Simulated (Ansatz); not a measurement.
```yaml
crystal:
  periodic: [false, false, false]
  atoms:
    - {symbol: C, position_ang: [-0.901837, 0.015837, 1.407188]}
    - {symbol: C, position_ang: [0.342584, 0.265677, 0.521164]}
    - {symbol: C, position_ang: [1.166074, -0.931944, 0.320949]}
    - {symbol: Si, position_ang: [-0.207940, 1.023287, -1.217911]}
    - {symbol: O, position_ang: [-1.171191, -0.121896, -2.062134]}
    - {symbol: H, position_ang: [-1.562770, -0.764313, 0.925273]}
    - {symbol: H, position_ang: [-0.549022, -0.380620, 2.312852]}
    - {symbol: H, position_ang: [-1.534469, 0.820256, 1.517857]}
    - {symbol: H, position_ang: [0.887428, 1.093464, 0.952295]}
    - {symbol: H, position_ang: [0.684829, -1.736158, -0.172227]}
    - {symbol: H, position_ang: [2.057726, -0.718042, -0.314846]}
    - {symbol: H, position_ang: [1.518011, -1.271124, 1.265882]}
    - {symbol: H, position_ang: [0.989285, 1.373505, -1.931261]}
    - {symbol: H, position_ang: [-1.105038, 2.171283, -1.028998]}
    - {symbol: H, position_ang: [-0.596601, -0.778460, -2.525826]}
basis:
  gaussian: {orbitals: 6-31G, fitting: {mean_field: def2-universal-jkfit}}
magnetization: {spin_polarized: true, initial_magnetization: 8}
hamiltonian: {xc: {name: LC-wPBE}}
accuracy: high
scf: {lower_state_search: light}
output: {forces: true}
```

```sh
$ ansatz run in.yaml --threads 4 --pin off --events-out ev --progress --plain --max-ram 10444MiB
```

It prints (some lines left out):

```
Functional definition: LC-wPBE
610 factors; integrals over basis functions are off by at most 6.9e-2 eV
610 factors; integrals over basis functions are off by at most 3.1e-7 eV
mean field evaluation 1: about -13149.1029 eV, gradient 2.4e1 eV
mean field evaluation 2: about -13149.9055 eV, gradient 2.8e1 eV
mean field evaluation 4: about -13153.8698 eV, gradient 4.0e0 eV
mean field evaluation 8: about -13154.7586 eV, gradient 7.9e-1 eV
mean field evaluation 16: about -13155.3670 eV, gradient 2.7e-1 eV
mean field evaluation 32: about -13155.2876 eV, gradient 1.2e0 eV
mean field -13155.37216804 eV, -483.4510101441 hartree, gradient 2.7e-8 eV, S^2 20.008721; 6 other end points of the search recorded, 0 dependent functions left out
reference -13155.37216804 eV, -483.4510101441 hartree; 29, 21 occupied and 40, 48 virtual orbitals, 610 factors
Total energy: -13155.37216804 eV, -483.4510101441 hartree
Atom 0 at    -0.901837     0.015837     1.407188 Å, force     0.286732    -0.357677    -1.966299 eV/Å
Atom 1 at     0.342584     0.265677     0.521164 Å, force    -2.888838   -15.679679     0.828432 eV/Å
Atom 2 at     1.166074    -0.931944     0.320949 Å, force     1.082427     2.904621    -0.260026 eV/Å
Atom 3 at    -0.207940     1.023287    -1.217911 Å, force     6.147453    -0.224624    -2.613861 eV/Å
Atom 4 at    -1.171191    -0.121896    -2.062134 Å, force    -6.391257    -4.123506    -2.624880 eV/Å
Atom 5 at    -1.562770    -0.764313     0.925273 Å, force     0.998618     0.428185    -0.488284 eV/Å
Atom 6 at    -0.549022    -0.380620     2.312852 Å, force     0.798028    -0.272152     1.757754 eV/Å
Atom 7 at    -1.534469     0.820256     1.517857 Å, force    -1.235812     2.436824     0.706947 eV/Å
Atom 8 at     0.887428     1.093464     0.952295 Å, force     4.616295     8.298991     4.465680 eV/Å
Atom 9 at     0.684829    -1.736158    -0.172227 Å, force    -0.989977    -1.023314    -1.030278 eV/Å
Atom 10 at     2.057726    -0.718042    -0.314846 Å, force    -0.140090     0.033573     0.227813 eV/Å
Atom 11 at     1.518011    -1.271124     1.265882 Å, force     0.741832    -0.537829     1.720916 eV/Å
Atom 12 at     0.989285     1.373505    -1.931261 Å, force     1.515293     1.007395     0.237708 eV/Å
Atom 13 at    -1.105038     2.171283    -1.028998 Å, force    -6.060464     9.335193     0.746560 eV/Å
Atom 14 at    -0.596601    -0.778460    -2.525826 Å, force     1.519760    -2.226002    -1.708181 eV/Å
Dipole moment:    -0.243981    -1.280047     0.474255 e Å
```

**Question.** What is wrong with this run?

**Answer.** The spin is set far too high for this molecule. The calculation finished and met its thresholds. The result belongs to that input, not to the molecule as meant.
